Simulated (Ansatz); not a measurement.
The geometry has D3d symmetry (within 0.05 Å) and had no frequency check at the DFT level, so a distortion to lower symmetry isn't ruled out.

Z-matrix (Å, degrees):
```
As
H 1 1.5482
As 1 2.4949 2 90.89
H 3 1.5482 1 90.89 2 90.60
As 1 2.4949 2 90.90 3 -92.40
H 5 1.5482 1 90.89 2 -90.62
As 3 2.4949 4 90.90 1 -92.40
H 7 1.5482 3 90.89 4 -90.63
As 5 2.4949 6 90.89 1 92.38
H 9 1.5482 5 90.90 6 90.63
As 9 2.4949 10 90.89 5 -92.40
H 11 1.5482 9 90.89 10 -90.60
```
Charge 0, multiplicity 1.

Problem. What dipole moment, total energy, HOMO, HOMO–LUMO gap and LUMO does Ansatz (a program for electronic structure) with CAM-B3LYP-D3(BJ)/def2-SVP // PBE-D3(BJ)/def2-SVP give?

Solution. 
- dipole moment = 0.00 D
- total energy = -13418.0190 Ha
- HOMO = -7.46 eV
- HOMO–LUMO gap = 7.49 eV
- LUMO = 0.03 eV
